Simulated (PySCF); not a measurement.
**Spinor energies of Ru³⁸⁺ (ruthenium, charge +38)**

Start: [He] 2s2 2p2; 2p1/2 filled at m_j = -1/2, +1/2. Calculated with PySCF 2.14 in an even-tempered Gaussian basis (17 s from 17 bohr⁻², ratio 2.4; 12 p from 23 bohr⁻², ratio 2.4; 5 d from 77 bohr⁻², ratio 2.6; 4 f from 110 bohr⁻², ratio 2.6): generalised Hartree-Fock with the X2C-1e Hamiltonian and a Gaussian nucleus; one run each with spin-orbit coupling (SO) switched off, then screened by Boettger's factors.

| spinor shell | electrons | ε, spin-free (eV) | ε, screened SO (eV) | weight of nominal j (screened SO) | rms radius, screened SO (bohr) |
| --- | --- | --- | --- | --- | --- |
| 1s1/2 | 2 | -25244.7 | -25233.6 | 1.000 | 0.0382 |
| 2s1/2 | 2 | -5790.3 | -5787.0 | 1.000 | 0.150 |
| 2p1/2 | 2 | -5581.9 | -5660.2 | 1.000 | 0.128 |

```csv
quantity,spin-free,screened SO
E (hartree),-2834.15002,-2840.79401
M_J,0,0
⟨J²⟩,2.000,0.000
⟨L²⟩,2.000,1.333
⟨S²⟩,2.000,1.333
```

Breit and QED terms are absent; they matter most for the inner s and p1/2 levels.

Densities and radii are taken from the X2C orbitals without a picture-change correction, which distorts them close to the nucleus.

Without spin-orbit coupling the j labels of p, d and f shells carry no meaning; the spin-free column gives the mean over the occupied spinors of each nl shell.
